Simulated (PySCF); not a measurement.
Compound: C3H5BOS.
SMILES with atom numbers: `[CH:1]#[C:2][B:3]([OH:4])[S:5][CH3:6]` (hydrogens: H7 on C1; H8 on O4; H9, H10, H11 on C6)

Geometry (PBE0-D3(BJ)/def2-SVP, Å), atoms numbered from 1 in this order:
```xyz
11
C3H5BOS angstrom
C     -2.636    1.937   -0.282
C     -1.736    1.155   -0.040
B     -0.561    0.210    0.235
O     -0.786   -0.995    0.811
S      1.074    0.818   -0.259
C      2.164   -0.554    0.214
H     -3.438    2.622   -0.491
H      0.011   -1.522    0.933
H      1.949   -1.464   -0.367
H      3.192   -0.243   -0.012
H      2.107   -0.768    1.293
```

Level of theory: PySCF 2.14.0, PBE0-D3(BJ)/def2-SVP geometry optimisation, gas phase.

Take the most abundant isotopes and a rigid rotor. The values belong to one conformer with, in the numbering `[CH:1]#[C:2][B:3]([OH:4])[S:5][CH3:6]`, C2–B3–O4–H 179°, C2–B3–S5–C6 180°.

(1) Give the principal moments of inertia and the rotational constants in GHz.

(2) Classify the top.

(3) Is it planar, by Δ = Ic − Ia − Ib?

(4) Give the other two planar moments, Paa and Pbb, and the rms extents of the mass along the axes.

(5) List the rotational levels J(Ka,Kc) to J = 3 (K).

(6) Which types of transition are allowed, and where do some lines up to J = 5 fall?

Answers

(1) Ia = 86.20, Ib = 285.79, Ic = 368.69 u·Å²; 505379 MHz·u·Å²/I gives 5863, 1768 and 1371 MHz, that is A = 5.8629, B = 1.7684, C = 1.3707 GHz.

(2) An asymmetric top. Ray's parameter κ = (2B − A − C)/(A − C) = -0.823; −1 is the prolate and +1 the oblate limit.

(3) Not planar: Δ = Ic − Ia − Ib = -3.29 u·Å². For a rigid frame Δ = −2 Σ m c², so Σ m c² = 1.65 u·Å² lies off the ab plane, practically all of it from hydrogen. The atom farthest from that plane is 0.93 Å away.

(4) Paa = Σ m a² = (Ib + Ic − Ia)/2 = 284.14 and Pbb = Σ m b² = (Ia + Ic − Ib)/2 = 84.55 u·Å². With the mass M = 100.02 u, the rms extents √(P/M) along a, b and c are 1.69, 0.92, 0.13 Å.

(5) Above 0(0,0), as E/k:
J = 1: 1(0,1) 0.151, 1(1,1) 0.347, 1(1,0) 0.366
J = 2: 2(0,2) 0.451, 2(1,2) 0.629, 2(1,1) 0.687, 2(2,1) 1.276, 2(2,0) 1.277
J = 3: 3(0,3) 0.897, 3(1,3) 1.052, 3(1,2) 1.166, 3(2,2) 1.728, 3(2,1) 1.735, 3(3,1) 2.759, 3(3,0) 2.759
Those of J = 1 are B + C, A + C and A + B.

(6) The dipole components are |μa| = 2.14 D, |μb| = 0.75 D, |μc| = 0.02 D. The squared components, which scale the intensities, stand as 1.00 : 0.12 : 0.00 (a : b : c). Some of the stronger lines:

| type | branch | J(Ka,Kc) | MHz | lower level (cm⁻¹) |
| --- | --- | --- | --- | --- |
| a | R | 1(0,1) ← 0(0,0) | 3139 | 0.000 |
| b | Q | 2(1,1) ← 2(0,2) | 4917 | 0.313 |
| b | R | 5(1,4) ← 4(2,3) | 5609 | 1.619 |
| a | Q | 5(1,4) ← 5(1,5) | 5932 | 1.608 |
| a | R | 2(0,2) ← 1(0,1) | 6251 | 0.105 |
| b | Q | 5(1,4) ← 5(0,5) | 7986 | 1.540 |
| b | R | 2(1,2) ← 1(0,1) | 9975 | 0.105 |
| a | R | 5(1,4) ← 4(1,3) | 16556 | 1.254 |
| b | R | 5(1,5) ← 4(0,4) | 17235 | 1.034 |
| b | R | 2(2,1) ← 1(1,0) | 18960 | 0.255 |
| b | R | 2(2,0) ← 1(1,1) | 19385 | 0.241 |
| b | Q | 5(3,3) ← 5(2,4) | 21701 | 2.141 |
| b | R | 3(2,1) ← 2(1,2) | 23031 | 0.437 |
| b | R | 5(2,4) ← 4(1,3) | 26581 | 1.254 |
| b | R | 3(3,0) ← 2(2,1) | 30902 | 0.887 |
| b | R | 4(4,0) ← 3(3,1) | 42615 | 1.918 |
| b | R | 5(4,1) ← 4(3,2) | 45764 | 2.338 |

No frequency check. Zero-point vibration and centrifugal distortion are left out. A rigid rotor knows nothing of internal rotation, which can split or shift real lines. Quadrupole hyperfine structure (11B) is left out.
